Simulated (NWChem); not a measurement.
System: H$_{3}$O$_{2}$ cation; SMILES O[OH2+]

Input file for NWChem:

```
start job
memory heap 200 mb stack 900 mb global 1100 mb
charge 1
geometry units angstroms noautosym nocenter noautoz
  O     -0.001549     0.804195    -0.118734
  O      0.001097    -0.640962     0.083622
  H      0.012612     1.107991     0.829942
  H      0.809011    -0.975738    -0.403286
  H     -0.819396    -0.975496    -0.381934
end
basis spherical
  O library def2-svp
  H library def2-svp
end
dft
  xc m05-2x
  iterations 150
end
cosmo
  dielec 37.5
end
task dft energy
```

All runs use the structure optimised with PBE-D3(BJ)/def2-SVP.

Level: M05-2X/def2-SVP with COSMO at NWChem's default radii, gas-phase geometry; the question gives the dielectric constant. Reactions with the solvent are ignored.

Task: What results follow from this input? (M05-2X/def2-SVP, COSMO on the gas-phase geometry.) Quantities: electrostatic solvation energy (kcal/mol).

Result: 
```json
{
  "electrostatic solvation energy (kcal/mol)": "-84.4"
}
```
